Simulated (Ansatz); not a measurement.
`[NH2][SbH][SH]` + H–F → `[F][SbH][SH]` + NH₃ at 500 K and 1 bar (ligand exchange at the Sb–N bond).

Computed with Ansatz on PBE0-D4/def2-TZVP structures; ΔE is electronic, products minus reactants. CCSD(T)/CBS adds triple-zeta CCSD(T) − MP2 to the extrapolated MP2 energy (def2 sets, frozen cores). This one scheme is used for every species. def2 core potentials past Kr. For Sb outer-core shells are correlated without core-valence functions, which leaves a few kJ/mol of doubt a bond. One conformer a species, not always the lowest.

| species | CCSD(T)/CBS energy (Eh) | H − E (kJ/mol) | S (J/(mol·K)) |
| --- | --- | --- | --- |
| `[NH2][SbH][SH]` | -694.91734 | 146.7 | 378.9 |
| H–F | -100.39570 | 39.4 | 188.7 |
| `[F][SbH][SH]` | -738.82400 | 78.9 | 352.1 |
| NH₃ | -56.50880 | 108.2 | 211.8 |

H − E and S are ideal-gas, rigid-rotor, harmonic terms from PBE0-D4/def2-TZVP, for one conformer and one mirror image of each species. 1 Eh = 2625.50 kJ/mol, R = 8.31446 J/(mol·K).

Problem. By hand: ΔE, ΔH, ΔS and ΔG.

Solution. ΔE = (-738.82400) + (-56.50880) − (-694.91734) − (-100.39570) = -0.01976 Eh = -51.9 kJ/mol. Δ(H − E) = 78.9 + 108.2 − 146.7 − 39.4 = 1.0, so ΔH = -50.9 kJ/mol. ΔS = 352.1 + 211.8 − 378.9 − 188.7 = -3.7 J/(mol·K). ΔG = -50.9 − 500 × (-3.7)/1000 = -49.0 kJ/mol.

Problem. By hand: the equilibrium constant, and the temperature at which ΔG would vanish if ΔH and ΔS stayed fixed.

Solution. log₁₀ K = −ΔG/(RT ln 10) = 5.1. ΔG = 0 at ΔH/ΔS = 13757 K, far beyond where these terms or the molecules hold.

The number of gas molecules stays the same, so ΔS is small and ΔH decides. A doubt of 5 kJ/mol in ΔE shifts log₁₀ K by 0.5 here. Other conformers and mirror images would add mixing entropy, several J/(mol·K) or more a flexible species. These are equilibria of isolated gas molecules and say nothing of rates. Largest T1 diagnostic: 0.014 (customary marks: 0.02 for closed shells, 0.045 for open ones).
